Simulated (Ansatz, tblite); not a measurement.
Two members of one family (Series FeX3), computed with Ansatz in the gas phase. The two geometries come from different levels. HOMO and LUMO are taken over both spins. Binding counts from free atoms in the multiplicity of their measured ground term, without zero-point energy. The structures are stationary points that may keep the symmetry of their start. Remarks come from the PBE and PBE0 runs and from stability tests at other levels; not every state was tested.

First: FeBr3 (sextet, charge 0, r2SCAN-D4/def2-SVP geometry).

```tsv
atom	x (Å)	y (Å)	z (Å)
Fe1	-0.002	0.003	-0.006
Br2	-1.091	1.597	1.209
Br3	2.192	0.293	-0.562
Br4	-1.098	-1.894	-0.641
```

```tsv
level	HOMO (eV)	LUMO (eV)	gap (eV)	binding per atom (eV)
PBE-D4/def2-SVP	-6.77	-5.96	0.81	2.71
revPBE-D4/def2-TZVP	-6.88	-5.97	0.91	2.47
B3LYP-D4/6-31G	-8.34	-5.53	2.81	2.16
PBE0-D4/def2-SVP	-8.30	-4.90	3.40	2.40
PBE0-D4/def2-TZVP	-8.41	-4.93	3.48	2.39
```

Metal–donor distances: 3 × Br 2.28 Å. The relaxed quartet lies at 0.52 eV (PBE-D4/def2-TZVP) to 0.77 eV (r2SCAN-D4/def2-TZVP) from the sextet. Remarks: spin-contaminated (⟨S²⟩ up to 2.38) (doublet), spin-contaminated (⟨S²⟩ up to 4.07) (quartet).

Second: FeF3 (sextet, charge 0, PBE0-D4/def2-TZVP geometry).

```xyz
4

Fe    0.000    0.000    0.000
F     1.748   -0.033   -0.047
F    -0.893    0.835   -1.251
F    -0.856   -0.801    1.298
```

Question: Estimate how these quantities change from the first to the second (second minus first).

Answer: 
| level | Δ HOMO (eV) | Δ LUMO (eV) | Δ gap (eV) | Δ binding per atom (eV) |
| --- | --- | --- | --- | --- |
| PBE-D4/def2-SVP | -0.36 | -0.29 | 0.07 | 1.12 |
| revPBE-D4/def2-TZVP | -0.72 | -0.56 | 0.15 | 1.08 |
| B3LYP-D4/6-31G | -1.13 | 0.15 | 1.28 | 1.31 |
| PBE0-D4/def2-SVP | -1.87 | -0.21 | 1.66 | 1.01 |
| PBE0-D4/def2-TZVP | -2.15 | -0.43 | 1.72 | 1.04 |

Metal–donor distances: 3 × F 1.75 Å. The relaxed quartet lies at 0.33 eV (BLYP-D4/def2-TZVP) to 1.25 eV (r2SCAN0-D4/def2-TZVP) from the sextet. Remarks: spin-contaminated (⟨S²⟩ up to 2.21) (doublet), spin-contaminated (⟨S²⟩ up to 3.92) (quartet).
